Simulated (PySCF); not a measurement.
CuCl2, SMILES [Cl][Cu-][Cl], charge -1, multiplicity 1. Geometry: ωB97X-D3(BJ)/def2-SVPD. The multiplicity is an assumed one; other spin states were not compared.

Computed equilibrium geometry at ωB97X-D3(BJ)/def2-SVPD (PySCF confirms it by a frequency run) as a Z-matrix, and its point group:
point group D∞h.
```
Cu
Cl 1 2.1707
Cl 1 2.1707 2 180.00
```
Charge -1, spin multiplicity 1.
